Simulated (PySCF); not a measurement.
## Assigning NMR signals

Atom-mapped SMILES (the numbers label the heavy atoms): `[CH:1]#[C:2][P:3]1[CH:4]=[CH:5][CH:6]([CH3:7])[CH:8]=[CH:9]1`; H(Xn) means a hydrogen on atom n.

Theoretical values (PySCF 2.14): shieldings: GIAO PBE0/pcSseg-1, GFN2-xTB geometry. Non-relativistic Hamiltonian, one computed conformer, rapidly exchanging positions averaged, gas phase.

Scale: TMS for ¹³C (σ = 186.93 ppm) and ¹H (σ = 31.72 ppm) (reference shieldings calculated alike).

Q: Assign these signals to the numbered atoms. ¹³C{¹H} NMR (computed): δ 144.1, 135.2, 101.1, 84.8, 37.7, 20.4.

A: 
| δ (ppm) | atoms | environment | reason |
| --- | --- | --- | --- |
| 144.1 | C5/C8 | alkene CH | an sp2 carbon of a C=C bond |
| 135.2 | C4/C9 | alkene CH | – |
| 101.1 | C1 | terminal alkyne carbon | sp carbons lie upfield of alkene carbons because the cylindrical π system leaves one tensor component strongly shielded |
| 84.8 | C2 | alkyne carbon | sp carbons lie upfield of alkene carbons because the cylindrical π system leaves one tensor component strongly shielded |
| 37.7 | C6 | allylic sp3 CH | aliphatic region, no heteroatom directly attached |
| 20.4 | C7 | methyl carbon | aliphatic region, no heteroatom directly attached |

Q: Assign these signals to the numbered atoms. ¹H NMR (300 MHz, computed): δ 6.82 (m, 2H), 6.57 (m, 2H), 3.16 (m, 1H), 2.46 (m, 1H), 0.87 (d, 3H).

A: 
```tsv
δ (ppm)	atoms	environment	reason
6.82	H(C5)/H(C8)	hydrogen on an alkene CH	a vinylic proton, deshielded by the sp2 carbon and the C=C anisotropy
6.57	H(C4)/H(C9)	hydrogen on an alkene CH	–
3.16	H(C6)	hydrogen on an allylic sp3 CH	allylic position
2.46	H(C1)	hydrogen on a terminal alkyne carbon	it lies on the axis of the triple bond, in its shielding cone
0.87	H(C7)	hydrogen on a methyl carbon	–
```

Splittings by ³¹P in the carbon and heteronuclear signals aren't shown, as no couplings were computed. Shifts are as computed. Against solution values, carbons near 30 ppm lie about +3 ppm off and those near 130 ppm about +5 ppm. Of 1211 compounds with measured shifts, 218 miss one by over three times the rms of a fit or turn the order of signals round; such compounds aren't used in these exercises. No couplings were computed; multiplicities are counted from neighbouring protons, with m where these are inequivalent, close in shift, in a saturated or five-membered ring or joined by F or P, and br s for small geminal =CH2 splittings.
